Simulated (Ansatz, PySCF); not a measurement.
Molecule: PbClF, net charge 0, singlet state. SMILES: [F][Pb][Cl]
Geometry: optimised at B3LYP-D3(BJ)/def2-TZVP (Ansatz, a quantum-chemistry and plane-wave program).

Wanted: vertical triplet-singlet gap, E(triplet) - E(singlet), in eV. Terms: spin-orbit terms left out; LANL2DZ with its own core potentials from Na on; UHF or UKS for open shells; six Cartesian d functions in 6-31G* and its kin unless marked 5d; dispersion terms only where a functional's name holds one; def2 sets with scalar-relativistic core potentials past Kr; frozen cores in correlated levels (noble-gas shells and the d and f shells of earlier blocks); each state is the SCF solution reached for its charge and spin. First-principles rows: single points at B3LYP-D3(BJ) geometries (Ansatz). Levels can end on unlike triplets.

```json
[
 {"level": "HF/6-31G* with LANL2DZ past Ar", "program": "Ansatz", "vertical triplet-singlet gap, E(triplet) - E(singlet) (eV)": "3.39"},
 {"level": "PBE/6-31G* with LANL2DZ past Ar", "program": "Ansatz", "vertical triplet-singlet gap, E(triplet) - E(singlet) (eV)": "3.46"},
 {"level": "B3LYP/6-31G* with LANL2DZ past Ar", "program": "Ansatz", "vertical triplet-singlet gap, E(triplet) - E(singlet) (eV)": "3.58"},
 {"level": "M06-2X/6-31G* with LANL2DZ past Ar (5d)", "program": "PySCF", "vertical triplet-singlet gap, E(triplet) - E(singlet) (eV)": "3.90"},
 {"level": "MP2/6-31G* with LANL2DZ past Ar", "program": "Ansatz", "vertical triplet-singlet gap, E(triplet) - E(singlet) (eV)": "3.82"},
 {"level": "B3LYP/def2-TZVPD", "program": "Ansatz", "vertical triplet-singlet gap, E(triplet) - E(singlet) (eV)": "3.77"},
 {"level": "wB97M-V/def2-TZVPD", "program": "Ansatz", "vertical triplet-singlet gap, E(triplet) - E(singlet) (eV)": "3.81"}
]
```

No value to compare with is used here. The 5 habitual levels span 3.39 (HF/6-31G* with LANL2DZ past Ar) to 3.90 eV (M06-2X/6-31G* with LANL2DZ past Ar (5d)); B3LYP/def2-TZVPD gives 3.77.

The levels are drawn from those run, B3LYP/6-31G* more often than the rest, none by its result; left out are runs that failed, that the program found above a lower state of the same kind, or whose <S^2> lies over 0.5 above the pure value.
